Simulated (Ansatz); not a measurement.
`C[Se][BH][AlH2]` + `ClBCl` → `C[Se]B(Cl)Cl` + `[BH2][AlH2]`  (formal exchange of groups at the Se–B bond)

Computed with Ansatz on PBE0-D4/def2-TZVP structures; ΔE is electronic, products minus reactants. CBS: MP2 limit from def2 TZ/QZ plus the TZ coupled-cluster correction, frozen cores. This one scheme is used for every species. Functionals use def2-TZVPP. B3LYP here is the variant with VWN-RPA as its local correlation; programs differ in this. For Se outer-core shells are correlated without core-valence functions, which leaves a few kJ/mol of doubt a bond. Scalar relativity is left out up to krypton. One conformer a species, not always the lowest.

`C[Se][BH][AlH2]`:

```xyz
10

C    -0.267   -0.475    1.650
Se    1.560   -0.223    0.999
B     1.321    0.277   -0.806
Al   -0.567    0.465   -1.724
H    -0.212   -0.779    2.694
H    -0.815    0.463    1.578
H    -0.757   -1.259    1.074
H     2.379    0.466   -1.336
H    -1.366    1.844   -1.703
H    -1.275   -0.779   -2.426
```

`ClBCl`:

Z-matrix (Å, degrees):
```
B
Cl 1 1.734
Cl 1 1.734 2 120.7
H 1 1.187 2 119.7 3 180.0
```

`C[Se]B(Cl)Cl`:

Z-matrix (Å, degrees):
```
C
Se 1 1.948
H 1 1.087 2 109.8
H 1 1.087 2 109.8 3 -121.7
H 1 1.088 2 106.3 3 119.1
B 2 1.916 1 101.1 3 61.0
Cl 6 1.748 2 117.6 1 -180.0
Cl 6 1.748 2 122.9 1 0.0
```

`[BH2][AlH2]`:

Z-matrix (Å, degrees):
```
B
Al 1 2.115
H 1 1.200 2 122.9
H 1 1.200 2 122.9 3 -180.0
H 2 1.594 1 121.0 3 90.1
H 2 1.594 1 121.0 3 -89.9
```

Problem. Is it downhill or uphill in electronic energy at CCSD(T)/CBS, and by how much? (Estimate.)

Solution. Computed: Uphill: ΔE = +44.1 kJ/mol.

Problem. What do these levels give: PBE0-D4, PBE, B3LYP, SCS-MP2/def2-TZVPP, HF/CBS(def2), CCSD/CBS(def2)? (An estimate is asked.)

Solution. The calculation gave: PBE0-D4 45.8, PBE 51.1, B3LYP 47.2, SCS-MP2/def2-TZVPP 41.0, HF/CBS(def2) 38.8, CCSD/CBS(def2) 42.2 kJ/mol.

Largest T1 diagnostic among the species: 0.014.

From PBE to PBE0 (25 % exact exchange), in def2-TZVPP and without D4, ΔE moves by −3.5 kJ/mol. In def2-TZVPP, CCSD(T) changes the Hartree–Fock value by +7.7 kJ/mol (the triples alone add +2.0 kJ/mol) and MP2 by +3.5 kJ/mol. The D4 term adds −3.6 kJ/mol with B3LYP and −1.8 kJ/mol with PBE0; it sums over pairs of atoms, weighted by their polarisabilities, and B3LYP, whose exchange is more repulsive, gets the larger term.
